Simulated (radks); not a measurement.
Values are calculated unless marked as measured or tabulated.
Fractional charge and spin in the 6s shell of bismuth: the spin-up occupation runs from 0 to 1 and the spin-down occupation from 0 to 1; the fullest corner is Bi, [Xe] 4f14 5d10 6p(up 1.5, down 1.5) 6s(up 1, down 1). Code: a radial shooting solver on a logarithmic mesh with Libxc functionals. Model: scalar-relativistic Kohn-Sham, SCAN, spin-polarised, spherical densities, finite nucleus; meta-GGA in the generalised Kohn-Sham scheme; Fermi nuclear charge, rms radius of each element as measured or else 0.836 A^(1/3) + 0.57 fm. Energy (eV) minus the two flat planes that join the four corners (they meet along the diagonal where the two added fractions sum to one electron); zero is where a piecewise linear energy would lie.

down \ up       0     0.5       1
0           0.000  -1.184   0.000
0.5        -1.184   0.192  -1.022
1           0.000  -1.022   0.000

Corners above the fullest one (they belong to Bi+ and the next ion): (up 1, down 0) 19.043 eV, (up 0, down 1) 19.043 eV, (up 0, down 0) 47.698 eV. With half an added electron in each spin the energy lies 0.192 eV from the planes, and with half an added electron in spin up alone -1.184 eV. The planes are only a guide here: the flat-plane condition holds for ground states with one frontier orbital, while this shell lies below other occupied shells, so the corners above the fullest one are inner-hole states and not the ground states of those ions.
